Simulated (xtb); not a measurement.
silicon monosulfide (SSi), singlet, at a GFN2-xTB geometry; GFN1-xTB in xtb.

Here is a job for xtb.
```
$ xtb mol.xyz --gfn 1 --chrg 0 --uhf 0 --json

# file mol.xyz
2

Si    -0.00000000    -0.00000000    -1.06660351
S      0.00000000     0.00000000     0.93327807
```

It wrote (shortened):

```
   ID    Z sym.   atoms
    1   14 Si     1
    2   16 S      2

           -------------------------------------------------
          |                Calculation Setup                |
           -------------------------------------------------

           -------------------------------------------------
          |                 G F N 1 - x T B                 |
           -------------------------------------------------

          ...................................................
          :                      SETUP                      :
          :.................................................:
          :  # basis functions                  20          :
          :  # atomic orbitals                  18          :
          :  # shells                            6          :
          :  # electrons                        10          :
          :  # halogen bonds                     0          :
          :  max. iterations                   250          :
          :  Hamiltonian                  GFN1-xTB          :
          :  restarted?                      false          :
          :  GBSA solvation                  false          :
          :  PC potential                    false          :
          :  electronic temp.          300.0000000     K    :
          :  accuracy                    1.0000000          :
          :  -> integral cutoff          0.2500000E+02      :
          :  -> integral neglect         0.1000000E-07      :
          :  -> SCF convergence          0.1000000E-05 Eh   :
          :  -> wf. convergence          0.2000000E-04 e    :
          :  Broyden damping             0.4000000          :
          :  net charge                          0          :
          :  unpaired electrons                  0          :
          ...................................................

 iter      E             dE          RMSdq      gap      omega  full diag
   1     -5.5411721 -0.554117E+01  0.579E+00    3.18       0.0  T
   2     -5.5465684 -0.539633E-02  0.410E+00    3.41       1.0  T
   3     -5.5412936  0.527480E-02  0.176E+00    3.05       1.0  T
   4     -5.5501767 -0.888307E-02  0.355E-01    3.23       1.0  T
   5     -5.5502041 -0.273634E-04  0.198E-01    3.21       1.0  T
   6     -5.5502273 -0.232743E-04  0.537E-03    3.22      13.2  T
   7     -5.5502274 -0.122751E-07  0.225E-04    3.22     314.2  T
   8     -5.5502274 -0.277103E-10  0.307E-05    3.22    2299.8  T
   9     -5.5502274 -0.111022E-12  0.262E-07    3.22  100000.0  T

   *** convergence criteria satisfied after 9 iterations ***

         :::::::::::::::::::::::::::::::::::::::::::::::::::::
         ::                     SUMMARY                     ::
         :::::::::::::::::::::::::::::::::::::::::::::::::::::
         :: total energy              -5.524127339639 Eh    ::
         :: gradient norm              0.043950657762 Eh/a0 ::
         :: HOMO-LUMO gap              3.219334007201 eV    ::
         ::.................................................::
         :: SCC energy                -5.550227358361 Eh    ::
         :: -> electrostatic           0.014975026868 Eh    ::
         :: repulsion energy           0.026596317573 Eh    ::
         :: dispersion energy         -0.000496298851 Eh    ::
         :: halogen bond corr.         0.000000000000 Eh    ::
         :: add. restraining           0.000000000000 Eh    ::
         :: total charge              -0.000000000000 e     ::
         :::::::::::::::::::::::::::::::::::::::::::::::::::::

           -------------------------------------------------
          |                Property Printout                |
           -------------------------------------------------

    * Orbital Energies and Occupations

         #    Occupation            Energy/Eh            Energy/eV
      -------------------------------------------------------------
         1        2.0000           -0.7810142             -21.2525
         2        2.0000           -0.5141700             -13.9913
         3        2.0000           -0.3833834             -10.4324
         4        2.0000           -0.3833834             -10.4324
         5        2.0000           -0.3632740              -9.8852 (HOMO)
         6                         -0.2449656              -6.6659 (LUMO)
         7                         -0.2449656              -6.6659
         8                         -0.1313802              -3.5750
         9                         -0.0610570              -1.6614
        10                         -0.0610570              -1.6614
        11                          0.0117678               0.3202
        12                          0.0117678               0.3202
        13                          0.0518763               1.4116
        14                          0.0518763               1.4116
        15                          0.0563784               1.5341
        16                          0.1814824               4.9384
       ...                                ...                  ...
        18                          0.9750555              26.5326
      -------------------------------------------------------------
                  HL-Gap            0.1183083 Eh            3.2193 eV
             Fermi-level           -0.3041198 Eh           -8.2755 eV

  Mulliken/CM5 charges         n(s)   n(p)   n(d)
     1Si    0.29724  0.26211   1.835  1.420  0.447
     2S    -0.29724 -0.26211   1.879  4.429 -0.011

Wiberg/Mayer (AO) data.
largest (>0.10) Wiberg bond orders for each atom

 ---------------------------------------------------------------------------
     #   Z sym  total        # sym  WBO       # sym  WBO       # sym  WBO
 ---------------------------------------------------------------------------
     1  14 Si   2.469 --     2 S    2.469
     2  16 S    2.469 --     1 Si   2.469
 ---------------------------------------------------------------------------

Topologies differ in total number of bonds
Writing topology from bond orders to xtbtopo.mol

 dipole moment from electron density (au)
     X       Y       Z
  -0.0000  -0.0000  -1.9191  total (Debye):    4.878

           -------------------------------------------------
          | TOTAL ENERGY               -5.524127339639 Eh   |
          | GRADIENT NORM               0.043950657762 Eh/α |
          | HOMO-LUMO GAP               3.219334007201 eV   |
           -------------------------------------------------

normal termination of xtb
```
